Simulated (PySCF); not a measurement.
# What a mistake does to a calculation on BClGeH4Si

All numbers below are calculated, not measured. They come from PySCF 2.14.0, an open-source quantum chemistry program, on an isolated molecule that a program drew, which may never have been made. The molecule is BClGeH4Si (charge 0, singlet), drawn as the SMILES string `[SiH3][Ge][BH]Cl`.

Each row is a Hartree-Fock (HF) and frozen-core CCSD(T) single point in the cc-pV(D+d)Z basis, meant for a local HF minimum. Run 1 is clean. Each other run has one planted mistake out of seven kinds, and not every kind appears here: one electron removed, one electron added, multiplicity raised by two, geometry at a saddle point, minimal basis STO-3G, one bond length entered in bohr, all coordinates scaled. The reference is restricted for singlets and unrestricted otherwise, and also for a bond in bohr. Adding or removing an electron swaps singlet and doublet. Electrons count all cores. HOMO and LUMO are orbital energies over both spins, the gradient is its largest component, and the lowest frequency (negative if imaginary) is given only where the gradient is small. Bond lengths are over the 7 bonds as drawn. T1 is the CCSD diagnostic: over 0.02 (restricted) or 0.045 (unrestricted) a single reference is doubtful. Germanium has the cc-pVDZ-PP basis, with a core potential (ECP10MDF) in place of its 10 inner electrons, and its 3s, 3p and 3d shells are frozen in CCSD(T).

Geometry of the clean run:
```xyz
8
BClGeH4Si, angstrom
Si   -0.9716    0.9476    1.9295
Ge    1.0805    0.6227    0.5757
B     0.8935   -1.4538    0.6435
Cl    1.6500   -2.3531    1.9773
H    -0.5059    0.9590    3.3403
H    -1.5879    2.2595    1.6190
H    -2.0137   -0.0980    1.7816
H     0.3408   -2.1137   -0.1882
```

| run | electrons | basis functions | <S^2> | HOMO (eV) | LUMO (eV) | gradient (hartree/bohr) | lowest frequency (cm^-1) | mean bond (Å) | longest bond (Å) | T1 | HF (hartree) | CCSD(T) (hartree) | mistake |
|---|---|---|---|---|---|---|---|---|---|---|---|---|---|
| 1 | 72 | 103 | 0.000 | -8.68 | -0.05 | 1.7e-05 | 55 | 1.7131 | 2.480 | 0.0162 | -1068.82953 | -1069.30075 | no fault |
| 2 | 71 | 103 | 0.770 | -15.14 | -6.78 | 4.0e-02 | - | 1.7131 | 2.480 | 0.0251 | -1068.54646 | -1068.99325 | one electron removed |
| 3 | 72 | 103 | 0.992 | -7.82 | -0.17 | 1.6e-02 | - | 1.9783 | 3.942 | 0.0323 | -1068.75767 | -1069.19946 | one bond length entered in bohr |
| 4 | 72 | 103 | 2.020 | -7.97 | -0.56 | 2.6e-02 | - | 1.7131 | 2.480 | 0.0197 | -1068.80401 | -1069.25916 | multiplicity raised by two |
| 5 | 73 | 103 | 0.762 | -1.70 | 6.52 | 2.6e-02 | - | 1.7131 | 2.480 | 0.0185 | -1068.86081 | -1069.34437 | one electron added |
| 6 | 72 | 103 | 0.000 | -8.49 | 0.21 | 8.4e-02 | - | 1.5590 | 2.257 | 0.0152 | -1068.76489 | -1069.23518 | ? |

**Which mistake was planted in run 6, and what did it cost?**

The mean and the longest bond both change by the same factor, 0.910, and the gradient is no longer small. So the mistake is: all coordinates scaled. Subtracting run 1 and multiplying by 627.51 kcal/mol a hartree, the energy moved by 40.6 kcal/mol in HF and 41.1 kcal/mol in CCSD(T).

